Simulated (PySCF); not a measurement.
ClGeH$_{2}$, BGeH$_{4}$, GeH$_{3}$N (calculated)

Computed with PySCF 2.14.0. Calculation on a computer-drawn molecule: vertical ionisation energy to the stated ion spin, frozen-core CCSD(T) at the basis limit and cheaper methods, single-reference cases, UHF for radicals, no spin-orbit; all values are single points at the evaluated structure, the first of each entry, which is the reference or a displaced copy of it and isn't optimised; the reference structure only sets the zero of the energies above reference; triples share is (T) over the correlation energy; on germanium a core potential holds 10 electrons, which the energies leave out, and 3d is frozen in MP2 and coupled-cluster steps.

Common to all runs: multiplicity 1; ion multiplicity 2; diffuse functions no; basis and core potential on germanium cc-pVnZ-PP ECP10MDF; reference is the Hartree-Fock double-zeta minimum; best is HF at quadruple zeta + MP2 correlation extrapolated from triple and quadruple zeta + CCSD(T) minus MP2 at triple zeta; basis step is the size of the change from the same recipe one zeta lower.

(1) ClGeH$_{2}$

Evaluated structure:
```xyz
4
ClGeH2
Cl    -0.4841     3.0306    -2.9710
Ge     0.3118     2.0933    -1.2032
H      1.4914     1.5284    -1.3166
H     -0.6595     2.0196    -0.2105
```

Reference structure:
```xyz
4
ClGeH2
Cl    -0.5377     3.0401    -2.9161
Ge     0.1282     2.1249    -1.2034
H      1.5297     1.5735    -1.2280
H     -0.8322     2.0701    -0.0443
```

Settings of this run: charge 1 and basis cc-pV(n+d)Z.

It finds ionisation energy best 18.03 eV; ionisation energy basis step 0.06515 eV; energy above reference best 19.43 kcal/mol; energy above reference basis step 0.319 kcal/mol; ionisation energy Koopmans at triple zeta 18.48 eV; ionisation energy EOM CCSD at triple zeta 17.89 eV; total energy HF triple zeta -753.7789 hartree; total energy CCSD(T) triple zeta -754.1032 hartree; total energy best -754.1528 hartree; T1 diagnostic at triple zeta 0.0159; D1 diagnostic at triple zeta 0.04918; ion T1 diagnostic at triple zeta 0.01634; ion D1 diagnostic at triple zeta 0.05872; ion spin squared at triple zeta 0.7615; triples share at triple zeta 0.03853; basis functions triple zeta 106.

Drawn bonds:
```tsv
atom	other atom	order
1	2	1
2	3	1
2	4	1
```

Triple zeta:
```tsv
method	ionisation energy (eV)	energy above reference (kcal/mol)
HF	16.64	18.7
PBE	17.83	19.37
r2SCAN	17.89	18.13
B3LYP	17.91	18.34
wB97X	17.89	18.99
MP2	17.95	19.03
CCSD	17.75	19.48
CCSD(T)	17.84	19.45
```

(2) ClGeH$_{2}$

Evaluated structure:
```xyz
4
ClGeH2
Cl    -0.4841     3.0306    -2.9710
Ge     0.3118     2.0933    -1.2032
H      1.4914     1.5284    -1.3166
H     -0.7328     2.0140    -0.1356
```

Reference structure:
```xyz
4
ClGeH2
Cl    -0.5377     3.0401    -2.9161
Ge     0.1282     2.1249    -1.2034
H      1.5297     1.5735    -1.2280
H     -0.8322     2.0701    -0.0443
```

Settings of this run: charge 1 and basis cc-pV(n+d)Z.

Results for ClGeH$_{2}$: ionisation energy best 18 eV; ionisation energy basis step 0.06465 eV; energy above reference best 15.53 kcal/mol; energy above reference basis step 0.2946 kcal/mol; ionisation energy Koopmans at triple zeta 18.45 eV; ionisation energy EOM CCSD at triple zeta 17.86 eV; total energy HF triple zeta -753.7843 hartree; total energy CCSD(T) triple zeta -754.1095 hartree; total energy best -754.1590 hartree; T1 diagnostic at triple zeta 0.0159; D1 diagnostic at triple zeta 0.04881; ion T1 diagnostic at triple zeta 0.01802; ion D1 diagnostic at triple zeta 0.06802; ion spin squared at triple zeta 0.7616; triples share at triple zeta 0.03878; basis functions triple zeta 106.

Drawn bonds:
```tsv
atom	other atom	order
1	2	1
2	3	1
2	4	1
```

Triple zeta:
```tsv
method	ionisation energy (eV)	energy above reference (kcal/mol)
HF	16.62	15.35
PBE	17.77	15.15
r2SCAN	17.84	14.69
B3LYP	17.87	14.58
wB97X	17.86	15.47
MP2	17.92	15.38
CCSD	17.73	15.6
CCSD(T)	17.82	15.51
```

(3) ClGeH$_{2}$

Evaluated structure:
```xyz
4
ClGeH2
Cl    -0.5782     3.0432    -2.8839
Ge     0.0925     1.9376    -1.1209
H      1.5946     1.4506    -1.1840
H     -0.7374     1.9336     0.0925
```

Reference structure:
```xyz
4
ClGeH2
Cl    -0.5377     3.0401    -2.9161
Ge     0.1282     2.1249    -1.2034
H      1.5297     1.5735    -1.2280
H     -0.8322     2.0701    -0.0443
```

Settings of this run: charge 1 and basis cc-pV(n+d)Z.

The calculation gives: ionisation energy best 17.92 eV; ionisation energy basis step 0.06219 eV; energy above reference best 6.223 kcal/mol; energy above reference basis step 0.3033 kcal/mol; ionisation energy Koopmans at triple zeta 18.41 eV; ionisation energy EOM CCSD at triple zeta 17.79 eV; total energy HF triple zeta -753.7967 hartree; total energy CCSD(T) triple zeta -754.1245 hartree; total energy best -754.1738 hartree; T1 diagnostic at triple zeta 0.01623; D1 diagnostic at triple zeta 0.04873; ion T1 diagnostic at triple zeta 0.02139; ion D1 diagnostic at triple zeta 0.08542; ion spin squared at triple zeta 0.7618; triples share at triple zeta 0.03967; basis functions triple zeta 106.

Drawn bonds:
```tsv
atom	other atom	order
1	2	1
2	3	1
2	4	1
```

Triple zeta:
```tsv
method	ionisation energy (eV)	energy above reference (kcal/mol)
HF	16.56	7.557
PBE	17.63	5.003
r2SCAN	17.72	6.699
B3LYP	17.75	5.496
wB97X	17.77	7.476
MP2	17.85	6.821
CCSD	17.65	6.385
CCSD(T)	17.74	6.039
```

(4) BGeH$_{4}$

Evaluated structure:
```xyz
6
BGeH4
B      1.5872     1.0708    -0.1223
Ge     1.6933     0.9304    -2.2082
H      1.7369     0.0484     0.4975
H      1.3952     2.1362     0.3344
H      2.9740     1.0910    -2.9828
H      0.4775     0.6865    -3.0865
```

Reference structure:
```xyz
6
BGeH4
B      1.5879     1.0631    -0.1240
Ge     1.6869     0.9339    -2.2042
H      1.7307     0.0561     0.4899
H      1.3937     2.1374     0.3447
H      2.9794     1.0887    -2.9845
H      0.4731     0.6763    -3.0781
```

Settings of this run: charge 1 and basis cc-pVnZ.

Results for BGeH$_{4}$: ionisation energy best 17.63 eV; ionisation energy basis step 0.02783 eV; energy above reference best 0.2719 kcal/mol; energy above reference basis step 0.005791 kcal/mol; ionisation energy Koopmans at triple zeta 17.72 eV; ionisation energy EOM CCSD at triple zeta 17.59 eV; total energy HF triple zeta -320.0917 hartree; total energy CCSD(T) triple zeta -320.3214 hartree; total energy best -320.3465 hartree; T1 diagnostic at triple zeta 0.01117; D1 diagnostic at triple zeta 0.01989; ion T1 diagnostic at triple zeta 0.01649; ion D1 diagnostic at triple zeta 0.0421; ion spin squared at triple zeta 0.7687; triples share at triple zeta 0.02547; basis functions triple zeta 125.

Drawn bonds:
```tsv
atom	other atom	order
1	2	1
1	3	1
1	4	1
2	5	1
2	6	1
```

Triple zeta:
```tsv
method	ionisation energy (eV)	energy above reference (kcal/mol)
HF	16.74	0.1947
PBE	17.26	0.3197
r2SCAN	17.37	0.2843
B3LYP	17.45	0.2817
wB97X	17.48	0.2569
MP2	17.53	0.248
CCSD	17.52	0.2591
CCSD(T)	17.54	0.2644
```

(5) BGeH$_{4}$

Evaluated structure:
```xyz
6
BGeH4
B      1.6407     1.0801    -0.1194
Ge     1.6639     0.9515    -2.2365
H      1.7471     0.0456     0.5122
H      1.4114     2.1596     0.3375
H      2.9893     1.0995    -2.9566
H      0.4850     0.6507    -3.0432
```

Reference structure:
```xyz
6
BGeH4
B      1.5879     1.0631    -0.1240
Ge     1.6869     0.9339    -2.2042
H      1.7307     0.0561     0.4899
H      1.3937     2.1374     0.3447
H      2.9794     1.0887    -2.9845
H      0.4731     0.6763    -3.0781
```

Here we set charge 1 and basis cc-pVnZ.

It finds ionisation energy best 17.47 eV; ionisation energy basis step 0.02829 eV; energy above reference best 2.177 kcal/mol; energy above reference basis step 0.002541 kcal/mol; ionisation energy Koopmans at triple zeta 17.53 eV; ionisation energy EOM CCSD at triple zeta 17.42 eV; total energy HF triple zeta -320.0890 hartree; total energy CCSD(T) triple zeta -320.3184 hartree; total energy best -320.3434 hartree; T1 diagnostic at triple zeta 0.01094; D1 diagnostic at triple zeta 0.02019; ion T1 diagnostic at triple zeta 0.01607; ion D1 diagnostic at triple zeta 0.04225; ion spin squared at triple zeta 0.7675; triples share at triple zeta 0.02544; basis functions triple zeta 125.

Drawn bonds:
```tsv
atom	other atom	order
1	2	1
1	3	1
1	4	1
2	5	1
2	6	1
```

Triple zeta:
```tsv
method	ionisation energy (eV)	energy above reference (kcal/mol)
HF	16.55	1.884
PBE	17.11	2.338
r2SCAN	17.21	2.215
B3LYP	17.29	2.287
wB97X	17.31	2.082
MP2	17.35	2.084
CCSD	17.35	2.134
CCSD(T)	17.38	2.149
```

(6) BGeH$_{4}$

Evaluated structure:
```xyz
6
BGeH4
B      1.5665     1.0844    -0.1595
Ge     1.7043     0.9343    -2.1766
H      1.6931     0.0589     0.4813
H      1.4290     2.0408     0.2857
H      2.9834     1.0707    -2.9979
H      0.4811     0.6513    -3.1358
```

Reference structure:
```xyz
6
BGeH4
B      1.5879     1.0631    -0.1240
Ge     1.6869     0.9339    -2.2042
H      1.7307     0.0561     0.4899
H      1.3937     2.1374     0.3447
H      2.9794     1.0887    -2.9845
H      0.4731     0.6763    -3.0781
```

Here we set charge 1 and basis cc-pVnZ.

The calculation gives: ionisation energy best 17.92 eV; ionisation energy basis step 0.02644 eV; energy above reference best 6.12 kcal/mol; energy above reference basis step 0.01178 kcal/mol; ionisation energy Koopmans at triple zeta 18.05 eV; ionisation energy EOM CCSD at triple zeta 17.88 eV; total energy HF triple zeta -320.0812 hartree; total energy CCSD(T) triple zeta -320.3118 hartree; total energy best -320.3372 hartree; T1 diagnostic at triple zeta 0.01176; D1 diagnostic at triple zeta 0.02148; ion T1 diagnostic at triple zeta 0.01815; ion D1 diagnostic at triple zeta 0.03986; ion spin squared at triple zeta 0.7772; triples share at triple zeta 0.02546; basis functions triple zeta 125.

Drawn bonds:
```tsv
atom	other atom	order
1	2	1
1	3	1
1	4	1
2	5	1
2	6	1
```

Triple zeta:
```tsv
method	ionisation energy (eV)	energy above reference (kcal/mol)
HF	17.06	6.807
PBE	17.52	5.973
r2SCAN	17.63	5.86
B3LYP	17.72	5.76
wB97X	17.77	6.266
MP2	17.84	6.331
CCSD	17.82	6.291
CCSD(T)	17.83	6.282
```

(7) GeH$_{3}$N

Evaluated structure:
```xyz
5
GeH3N
N      0.3568    -0.4383    -1.2307
Ge     2.0446    -0.8996    -1.4174
H     -0.1549    -0.4542    -0.4598
H     -0.2932    -0.0689    -2.0903
H      2.0212    -0.5713    -2.9414
```

Reference structure:
```xyz
5
GeH3N
N      0.2870    -0.4006    -1.2527
Ge     2.0396    -0.8374    -1.3842
H     -0.1958    -0.3974    -0.3740
H     -0.3141    -0.1390    -2.0110
H      2.0970    -0.6332    -2.9605
```

Settings of this run: charge 0 and basis cc-pVnZ.

Drawn bonds:
```tsv
atom	other atom	order
1	2	1
1	3	1
1	4	1
2	5	1
```

(8) BGeH$_{4}$

Evaluated structure:
```xyz
6
BGeH4
B      1.5693     1.0702    -0.1053
Ge     1.6864     0.9379    -2.2043
H      1.7461     0.0569     0.5046
H      1.3284     2.3586     0.4343
H      2.9899     1.1020    -3.0069
H      0.4728     0.6579    -3.0604
```

Reference structure:
```xyz
6
BGeH4
B      1.5879     1.0631    -0.1240
Ge     1.6869     0.9339    -2.2042
H      1.7307     0.0561     0.4899
H      1.3937     2.1374     0.3447
H      2.9794     1.0887    -2.9845
H      0.4731     0.6763    -3.0781
```

It was run with charge 1 and basis cc-pVnZ.

Drawn bonds:
```tsv
atom	other atom	order
1	2	1
1	3	1
1	4	1
2	5	1
2	6	1
```

Questions
1. Give the missing energy above reference best for GeH$_{3}$N (entry 7).
2. Give the missing energy above reference basis step for GeH$_{3}$N (entry 7).
3. What dipole magnitude CCSD unrelaxed at triple zeta does the calculation give for GeH$_{3}$N (entry 7)?
4. Give the table of triple zeta values for GeH$_{3}$N (entry 7).
5. BGeH$_{4}$ (entry 8): T1 diagnostic at triple zeta?
6. Estimate the total energy HF triple zeta of BGeH$_{4}$ (entry 8).
7. Estimate the ionisation energy best of BGeH$_{4}$ (entry 8).
8. Estimate the triples share at triple zeta of BGeH$_{4}$ (entry 8).

Answers
1. 12.91 kcal/mol
2. 0.1223 kcal/mol
3. 1.777 debye
4. 
Triple zeta:
```tsv
method	ionisation energy (eV)	energy above reference (kcal/mol)
HF	7.998	13.48
PBE	8.788	12.73
r2SCAN	8.816	12.38
B3LYP	8.971	12.87
wB97X	9.037	12.72
MP2	8.732	12.99
CCSD	8.821	13.02
CCSD(T)	8.828	13
```
5. 0.01205
6. -320.0718 hartree
7. 17.34 eV
8. 0.02692

Further results for GeH$_{3}$N (entry 7):

| Item | Value |
| --- | --- |
| ionisation energy best | 8.951 eV |
| ionisation energy basis step | 0.04385 eV |
| ionisation energy Koopmans at triple zeta | 8.881 eV |
| ionisation energy EOM CCSD at triple zeta | 8.923 eV |
| total energy HF triple zeta | -349.5837 hartree |
| total energy CCSD(T) triple zeta | -349.9412 hartree |
| total energy best | -349.9858 hartree |
| T1 diagnostic at triple zeta | 0.01634 |
| D1 diagnostic at triple zeta | 0.04578 |
| ion T1 diagnostic at triple zeta | 0.02257 |
| ion D1 diagnostic at triple zeta | 0.06978 |
| ion spin squared at triple zeta | 0.7804 |
| triples share at triple zeta | 0.03777 |
| basis functions triple zeta | 111 |
| dipole magnitude HF at triple zeta | 1.615 debye |
| dipole magnitude PBE at triple zeta | 1.888 debye |
| dipole magnitude r2SCAN at triple zeta | 1.899 debye |
| dipole magnitude B3LYP at triple zeta | 1.745 debye |
| dipole magnitude wB97X at triple zeta | 1.753 debye |

Further results for BGeH$_{4}$ (entry 8):

| Quantity | Value |
| --- | --- |
| ionisation energy basis step | 0.02807 eV |
| energy above reference best | 11.27 kcal/mol |
| energy above reference basis step | 0.1339 kcal/mol |
| ionisation energy Koopmans at triple zeta | 17.42 eV |
| ionisation energy EOM CCSD at triple zeta | 17.3 eV |
| total energy CCSD(T) triple zeta | -320.3041 hartree |
| total energy best | -320.3290 hartree |
| D1 diagnostic at triple zeta | 0.02332 |
| ion T1 diagnostic at triple zeta | 0.03403 |
| ion D1 diagnostic at triple zeta | 0.1223 |
| ion spin squared at triple zeta | 0.7928 |
| basis functions triple zeta | 125 |

Triple zeta:
```tsv
method	ionisation energy (eV)	energy above reference (kcal/mol)
HF	16.41	12.7
PBE	16.96	9.696
r2SCAN	17.05	11.04
B3LYP	17.14	11.32
wB97X	17.19	11.5
MP2	17.26	11.99
CCSD	17.23	11.33
CCSD(T)	17.25	11.09
```
